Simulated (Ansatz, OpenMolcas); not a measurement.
**SiNH2F2 (SMILES [NH][SiH](F)F): from total energies to a heat of formation**

SiNH2F2 has 6 atoms, charge 0, and is taken as a doublet. SMILES: `[NH][SiH](F)F`. Geometry: relaxed at PBE0-D4/def2-TZVP. This is one conformer, not always the lowest.

| atom | x (Å) | y (Å) | z (Å) |
| --- | --- | --- | --- |
| N | -0.0254 | 1.0017 | -0.9037 |
| Si | 0.1880 | -0.2449 | 0.2730 |
| F | 1.5787 | -0.9414 | -0.0047 |
| F | -0.9086 | -1.3902 | 0.2074 |
| H | -0.9778 | 1.1567 | -1.2365 |
| H | 0.1872 | 0.3541 | 1.6183 |

Total energies at U-revPBE/def2-SVPD (OpenMolcas 26.06); the atoms run unrestricted:

| species | state | energy (Eh) |
| --- | --- | --- |
| SiNH2F2 | doublet | -544.781006 |
| N | quartet | -54.523572 |
| Si | triplet | -289.217875 |
| F | doublet | -99.619812 |
| H | doublet | -0.503193 |

Harmonic wavenumbers at UPBE0-D4/def2-TZVP, in cm⁻¹: 139, 268, 305, 367, 704, 769, 828, 841, 947, 979, 2296, 3515.

Measured heats of formation of the gaseous atoms at 298.15 K, in kJ/mol: N 472.4, Si 450.0, F 79.4, H 218.0. Spin-orbit lowering of the atoms at 298 K (mean of the ground term's levels less their thermal mean, from spectra), in kJ/mol: Si 0.44, F 1.29. Take 1 Eh = 2625.50 kJ/mol, 1 cm⁻¹ = 0.0119627 kJ/mol, RT = 2.479 kJ/mol.

**Question.** Work out the heat of formation of the gas at 298 K.

**Answer.** 
1. Electronic atomisation energy: (-54.523572) + (-289.217875) + 2 × (-99.619812) + 2 × (-0.503193) − (-544.781006) = 0.793549 Eh = 2083.5 kJ/mol.
2. Zero-point energy: half the sum of the wavenumbers, 5979 cm⁻¹ = 71.5 kJ/mol.
3. Thermal vibrational enthalpy, Σ hcν̃/(exp(hcν̃/kT) − 1): 6.0 kJ/mol. Translation, rotation and pV of a non-linear molecule: 4 RT = 9.9 kJ/mol.
4. The 6 free atoms carry 5/2 RT each: 37.2 kJ/mol.
5. Spin-orbit coupling lowers the free atoms by 0.44 + 2 × 1.29 = 3.0 kJ/mol.
6. Atomisation enthalpy at 298 K: 2083.5 − 3.0 − 71.5 − 6.0 − 9.9 + 37.2 = 2030.3 kJ/mol.
7. Sum of the atoms' heats of formation: 1517.2 kJ/mol. Heat of formation: 1517.2 − 2030.3 = -513.1 kJ/mol.

No measured value is set beside it here. Anharmonicity and any spin-orbit splitting of the molecule are left out.
